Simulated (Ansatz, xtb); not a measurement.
**Two structures of AlCl2H2Si+**

We compare a, a singlet given by its coordinates, with b, a singlet given by its coordinates. Both are isolated ions in the gas phase, relaxed with r2SCAN-D4/def2-SVP.

a (Å):

```xyz
6

Al    0.2696    1.9594    0.4777
Cl    2.0124    2.8439    1.0480
Cl   -1.8329    2.8357    0.6036
Si   -1.5713    0.6980   -0.2558
H    -2.3181   -0.1944    0.6620
H    -2.0585    0.7675   -1.6539
```

Close contacts (Å): Al1–Cl2 2.04, Al1–Cl3 2.28, Al1–Si4 2.35, Cl3–Si4 2.32, Si4–H5 1.48, Si4–H6 1.48.

b (Å):

```csv
atom,x (Å),y (Å),z (Å)
Al,-1.5372,2.4741,-0.8111
Cl,-2.5537,3.9906,-1.7172
Cl,-0.9782,1.3139,2.4227
Si,-0.3966,0.7312,0.5525
H,1.0530,0.9031,0.2965
H,-0.9776,-0.5625,0.1217
```

Close contacts (Å): Al1–Cl2 2.04, Al1–Si4 2.49, Cl3–Si4 2.04, Si4–H5 1.48, Si4–H6 1.48.

Question: Which of the two would you expect CCSD(T)/def2-TZVP electronic energies to favour?

Answer: Too close to call at this level: CCSD(T)/def2-TZVP gives E(b) − E(a) = −1.24 kJ/mol.

Level by level:

```tsv
level	geometry	E(b) − E(a) (kJ/mol)	departure from the last row (kJ/mol)	job, with rough time for the two
r2SCAN-D4/def2-SVP	r2SCAN-D4/def2-SVP	+9.06	+10.30	optimisation, 75 s
HF/def2-TZVP	r2SCAN-D4/def2-SVP	−15.60	−14.36	part of the CCSD(T) run
MP2/def2-TZVP	r2SCAN-D4/def2-SVP	+0.01	+1.25	part of the CCSD(T) run
CCSD(T)/def2-TZVP	r2SCAN-D4/def2-SVP	−1.24		single point, 41 s
```

The largest departure from CCSD(T)/def2-TZVP is that of HF/def2-TZVP, 14.36 kJ/mol. Levels run at GFN2-xTB geometries aren't shown.

With harmonic frequencies from r2SCAN-D4/def2-SVP (ideal gas, rigid rotor, one conformer each, 298.15 K, 1 atm): on the last row, ΔE + ΔZPE = −0.30 kJ/mol. A mode under 50 cm⁻¹ makes harmonic enthalpies and free energies unreliable, so none is given.

The correlated steps freeze 20 core orbitals. Run with Ansatz 0.2.0; the last row on 2 threads of Arm Neoverse V2 on a shared host.
